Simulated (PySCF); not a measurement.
SMILES c1c[c]ccc1 (C₆H₅), doublet, PBE0/def2-SVP optimised geometry.

```
11

C     -0.66    -1.14     0.00
C      0.71    -1.22     0.00
C      1.41     0.00     0.00
C      0.71     1.21     0.00
C     -0.69     1.22     0.00
C     -1.41     0.02     0.00
H      1.25    -2.17     0.00
H      2.50     0.00     0.00
H      1.26     2.15     0.00
H     -1.23     2.17     0.00
H     -2.50     0.01     0.00
```

Density from unrestricted PBE0/def2-TZVP (PySCF) at that geometry.

Minimum of the electron density along straight lines between bonded atoms, close to the bond critical point (lines longer than 1.1 times the sum of covalent radii, or with two minima, are not listed):

```json
[
 {"bond": "C1–C2", "length / Å": "1.377", "ρ at the minimum / e bohr⁻³": "0.322", "∇²ρ there / e bohr⁻⁵": "-0.95", "position (fraction from the first atom)": "0.51"},
 {"bond": "C2–C3", "length / Å": "1.402", "ρ at the minimum / e bohr⁻³": "0.307", "∇²ρ there / e bohr⁻⁵": "-0.88", "position (fraction from the first atom)": "0.50"},
 {"bond": "C3–C4", "length / Å": "1.396", "ρ at the minimum / e bohr⁻³": "0.315", "∇²ρ there / e bohr⁻⁵": "-0.92", "position (fraction from the first atom)": "0.50"},
 {"bond": "C4–C5", "length / Å": "1.396", "ρ at the minimum / e bohr⁻³": "0.315", "∇²ρ there / e bohr⁻⁵": "-0.92", "position (fraction from the first atom)": "0.50"},
 {"bond": "C1–C6", "length / Å": "1.377", "ρ at the minimum / e bohr⁻³": "0.322", "∇²ρ there / e bohr⁻⁵": "-0.95", "position (fraction from the first atom)": "0.51"},
 {"bond": "C5–C6", "length / Å": "1.402", "ρ at the minimum / e bohr⁻³": "0.308", "∇²ρ there / e bohr⁻⁵": "-0.88", "position (fraction from the first atom)": "0.50"},
 {"bond": "C2–H7", "length / Å": "1.093", "ρ at the minimum / e bohr⁻³": "0.279", "∇²ρ there / e bohr⁻⁵": "-0.98", "position (fraction from the first atom)": "0.65"},
 {"bond": "C3–H8", "length / Å": "1.094", "ρ at the minimum / e bohr⁻³": "0.280", "∇²ρ there / e bohr⁻⁵": "-0.98", "position (fraction from the first atom)": "0.65"},
 {"bond": "C4–H9", "length / Å": "1.093", "ρ at the minimum / e bohr⁻³": "0.280", "∇²ρ there / e bohr⁻⁵": "-0.98", "position (fraction from the first atom)": "0.65"},
 {"bond": "C5–H10", "length / Å": "1.094", "ρ at the minimum / e bohr⁻³": "0.280", "∇²ρ there / e bohr⁻⁵": "-0.98", "position (fraction from the first atom)": "0.65"},
 {"bond": "C6–H11", "length / Å": "1.093", "ρ at the minimum / e bohr⁻³": "0.279", "∇²ρ there / e bohr⁻⁵": "-0.98", "position (fraction from the first atom)": "0.65"}
]
```
